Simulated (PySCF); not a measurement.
C4H4Cl2, SMILES C(=C/Cl)/C=C\Cl. Atoms are numbered in the order given.

```xyz
10

Cl     0.2780    -2.8643     0.0000
C     -0.9313    -1.6146     0.0000
C     -0.6597    -0.2980     0.0000
C      0.6597     0.2980     0.0000
C      0.9313     1.6146     0.0000
Cl    -0.2780     2.8643     0.0000
H     -1.9500    -2.0048     0.0000
H     -1.5183     0.3792     0.0000
H      1.5183    -0.3792     0.0000
H      1.9500     2.0048     0.0000
```
Charge 0, spin multiplicity 1.

Geometry optimised at B3LYP-D3(BJ)/def2-SVP. The values are those of a single conformer.

Method: TDDFT-B3LYP/def2-SVPD (PySCF 2.14.0).

Vertical excitations. Isolated molecule, no solvent. State labels are in the subgroup C2h.

```
state  symmetry  energy (eV)  λ (nm)      f                          main pairs
-----  --------  -----------  ------  -----  ----------------------------------
S1           Bu         4.92     252  0.606                      HOMO→LUMO 98 %
S2           Au         5.95     209  0.002                    HOMO→LUMO+1 95 %
S3           Bg         5.99     207  0.000                    HOMO−2→LUMO 99 %
S4           Ag         6.00     207  0.000                    HOMO−1→LUMO 90 %
S5           Au         6.02     206  0.000                    HOMO−3→LUMO 99 %
S6           Bg         6.11     203  0.000                    HOMO→LUMO+2 97 %
S7           Au         6.46     192  0.008                    HOMO→LUMO+3 94 %
S8           Bg         6.50     191  0.000                    HOMO→LUMO+4 97 %
S9           Au         7.05     176  0.012                    HOMO→LUMO+6 96 %
S10          Ag         7.28     170  0.000  HOMO→LUMO+5 78 %, HOMO−6→LUMO 12 %
T1           Bu         2.82     439      0                      HOMO→LUMO 96 %
T2           Ag         4.77     260      0  HOMO−1→LUMO 72 %, HOMO→LUMO+5 20 %
T3           Au         5.59     222      0                    HOMO→LUMO+1 88 %
T4           Bg         5.78     214      0                    HOMO→LUMO+2 84 %
```
Triplets are in the Tamm–Dancoff approximation, which puts them higher than full response would, so one can lie above its singlet here.
